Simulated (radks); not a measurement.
Er23+, 45 electrons, occupied as [Kr] 4d9 (the NIST ground configuration).

All-electron calculation, scalar-relativistic Kohn-Sham, BLYP, spin-polarised, spherical densities, finite nucleus; open shells are filled with parallel spins first (spin-orbit coupling, left out, can overturn this in heavy ions); Fermi nuclear charge, rms radius 5.2516 fm. Program: a radial shooting solver on a logarithmic mesh with Libxc functionals.

Energy parts (hartree):
part                       energy
total                 -12868.8562
kinetic                13969.1911
electron-nucleus      -30381.5880
Hartree                 3795.1845
exchange-correlation    -251.6438

Orbitals (lengths in bohr, moments of r in powers of bohr; r(max) is where P^2 peaks; r(90%) holds 90 % of the orbital's charge):
orbital  occ.  eigenvalue (hartree)  r(90%)      <r>   r(max)
1s up       1             -2133.707  0.0369  0.02037  0.01286
1s down     1             -2133.707  0.0369  0.02037  0.01286
2s up       1             -379.8426   0.134  0.08649  0.07325
2s down     1             -379.8134   0.134  0.08649  0.07325
2p up       3             -338.9398   0.125  0.07674  0.05957
2p down     3             -338.9164   0.125  0.07674  0.05957
3s up       1             -105.1122   0.329   0.2248   0.2071
3s down     1             -105.0983   0.329   0.2248   0.2071
3p up       3             -92.66443   0.334   0.2238   0.2037
3p down     3             -92.64890   0.334   0.2238   0.2037
3d up       5             -77.11573   0.315   0.2030   0.1663
3d down     5             -77.09179   0.315   0.2030   0.1663
4s up       1             -39.42158   0.686   0.4824   0.4619
4s down     1             -39.35152   0.686   0.4824   0.4618
4p up       3             -35.05951   0.720   0.5016   0.4781
4p down     3             -34.99041   0.720   0.5017   0.4781
4d up       5             -29.28147   0.755   0.5153   0.4819
4d down     4             -29.21323   0.756   0.5155   0.4819

The highest occupied level is 4d down at -794.93 eV. Spin moment in Bohr magnetons: 1. For comparison, the ionisation energy in NIST's Atomic Spectra Database is 810 eV (theoretical). In exact Kohn-Sham theory the highest level is minus the ionisation energy, but local and semilocal functionals leave it too shallow, through self-interaction and a potential that decays too fast; potentials with the right tail come closer. The spin density at the nucleus is -3.722 e/bohr^3 (1s -0.400, 2s -3.916, 3s -0.146, 4s 0.739). The electron density at the nucleus is 9.2e+05 e/bohr^3 (large components only).
